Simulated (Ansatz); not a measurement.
Input file for Ansatz (a program for electronic structure): U-CCSD(T)/cc-pVDZ on H3NSe (SMILES N[SeH]), a point of a bond scan (R = 0.810 Å). The run froze 15 orbitals, filled d shells among them.

Ansatz 0.2 input:
```yaml
crystal:
  periodic: [false, false, false]
  atoms:
    - {symbol: Se, position_ang: [-0.04297444, 0.31558987, 0.23261758]}
    - {symbol: H, position_ang: [-1.26689466, 0.77294197, -0.47788287]}
    - {symbol: N, position_ang: [0.36656617, -1.22733427, -0.72479358]}
    - {symbol: H, position_ang: [0.51161691, -1.05402089, -1.50211467]}
    - {symbol: H, position_ang: [-0.38581730, -1.90096526, -0.66111496]}
basis:
  gaussian:
    orbitals: cc-pVDZ
correlation: {method: ccsd_t, electrons: outside_noble_gas}
scf: {omitted_lower_state_checks: [cluster_reference]}
magnetization: {spin_polarized: true, initial_magnetization: 0}
```

Task: Predict the final total energy.

Result: -2456.2546 hartree (reference determinant -2455.9300, T1 diagnostic 0.009).
